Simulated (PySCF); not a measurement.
C₄H₁₀BN, SMILES C=C(C)B(C)N.

Geometry optimised at TPSSh-D3(BJ)/def2-SVP. This is a generated structure with no PubChem entry under its InChIKey; it may be hypothetical. One conformer was computed; it need not be the lowest.

Method: PBE/def2-TZVP run with PySCF.

Computed frontier levels, gap, dipole moment and polarisability:
- highest occupied level = -5.91 eV
- lowest empty level = -1.21 eV
- orbital gap = 4.71 eV
- dipole moment = 1.22 D
- quadrupole, principal values (traceless, Buckingham form, about the centre of nuclear charge) = -4.71, -1.86, 6.57 D·Å
- mean static polarisability = 74.4 bohr³ (11.03 Å³)
- polarisability, principal values = 56.0, 80.4, 86.9 bohr³
